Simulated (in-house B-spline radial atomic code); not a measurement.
Ionisation energies along the 21-electron series, configuration [Ar] 3d3, as differences of self-consistent energies. NIST's values go from ground level to ground level; the uncertainty of those that are theory runs from under 0.1 % in few-electron ions to several per cent in heavy many-electron ones. Computed with an all-electron radial atomic-structure program (B-spline basis): non-relativistic Hartree-Fock, average of the configuration, point nuclei.

This level leaves out relativity, spin-orbit splitting included, which matters for heavy ions.

```tsv
ion	configuration after	ionisation energy (eV)	IE/(q+1)² (eV)	-ε less Coulomb ΔSCF (eV)	tabulated value (eV)	tabulated kind	computed minus tabulated (eV)
Ag26+	[Ar] 3d2	1378.4	1.8908	2.1127	1382	tabulated theory	-3.6
Cd27+	[Ar] 3d2	1473.0	1.8789	2.1181	1477	tabulated theory	-4.0
In28+	[Ar] 3d2	?	?	?	?	tabulated theory	?
Sn29+	[Ar] 3d2	1671.5	1.8572	2.1281	1676	tabulated theory	-4.5
Sb30+	[Ar] 3d2	1775.2	1.8473	2.1327	1781	tabulated theory	-5.8
Te31+	[Ar] 3d2	1882.0	1.8379	2.1371	1889	tabulated theory	-7.0
I32+	[Ar] 3d2	?	?	?	?	tabulated theory	?
Xe33+	[Ar] 3d2	2104.7	1.8207	2.1453	2113	tabulated theory	-8.3
Cs34+	[Ar] 3d2	2220.6	1.8128	2.1491	2230	tabulated theory	-9.4
Ba35+	[Ar] 3d2	?	?	?	?	tabulated theory	?
La36+	[Ar] 3d2	2461.5	1.7981	2.1563	2473	tabulated theory	-11.5
```

Task: Fill in the row of In28+.

Result: ionisation energy (eV): 1570.7; IE/(q+1)² (eV): 1.8677; -ε less Coulomb ΔSCF (eV): 2.1232; tabulated value (eV): 1575; computed minus tabulated (eV): -4.3.

Task: Fill in the row of I32+.

Result: ionisation energy (eV): 1991.9; IE/(q+1)² (eV): 1.8291; -ε less Coulomb ΔSCF (eV): 2.1413; tabulated value (eV): 1999; computed minus tabulated (eV): -7.1.

Task: Fill in the row of Ba35+.

Result: ionisation energy (eV): 2339.6; IE/(q+1)² (eV): 1.8052; -ε less Coulomb ΔSCF (eV): 2.1528; tabulated value (eV): 2349; computed minus tabulated (eV): -9.4.
